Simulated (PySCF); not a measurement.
CH₄BClFN. Atoms are numbered in the order given.

```xyz
9

B      0.2243    -0.1056     0.0000
Cl    -0.3617    -1.7829     0.0000
F      1.5412     0.1042     0.0000
N     -0.6721     0.9611     0.0000
C     -0.3109     2.3643     0.0000
H     -1.6660     0.7594     0.0000
H     -0.6958     2.8859     0.8929
H     -0.6958     2.8859    -0.8929
H      0.7835     2.4548     0.0000
```
Charge 0, spin multiplicity 1.

The structure is a stationary point at r2SCAN-D4/def2-SVP. This is a generated structure with no PubChem entry under its InChIKey; it may be hypothetical. One conformer was computed; it need not be the lowest.

These are PySCF with PBE0/pcSseg-1 values and carry that method's errors.

GIAO shieldings, no solvent; atoms alike by connectivity are averaged. δ = σ(ref) − σ: ¹¹B against BF3 (σ = 88.8 ppm); ³⁵Cl against HCl (σ = 945.9 ppm); ¹⁹F against CFCl3 (σ = 167.2 ppm); ¹⁵N against NH3 (σ = 267.4 ppm); ¹³C against TMS (σ = 186.3 ppm); ¹H against TMS (σ = 31.56 ppm), references at their B3LYP-D3(BJ)/def2-TZVP geometries, non-relativistic (without spin–orbit terms, shifts of atoms bonded to Cl or Br come out too high).

| atoms | nucleus | count | δ (ppm) |
|---|---|---|---|
| B1 | ¹¹B | 1 | 14.0 |
| Cl2 | ³⁵Cl | 1 | (withheld) |
| F3 | ¹⁹F | 1 | -113.8 |
| N4 | ¹⁵N | 1 | (withheld) |
| C5 | ¹³C | 1 | 31.4 |
| H7, H8, H9 | ¹H | 3 | (withheld) |
| H6 | ¹H | 1 | 3.08 |

**Question.** Fill in the missing entries. (Estimate from the structure and the level; the computed values follow.)

**Answer.** 
- H7, H8, H9, δ (ppm): 3.08
- N4, δ (ppm): 90.6
- Cl2, δ (ppm): 59.0
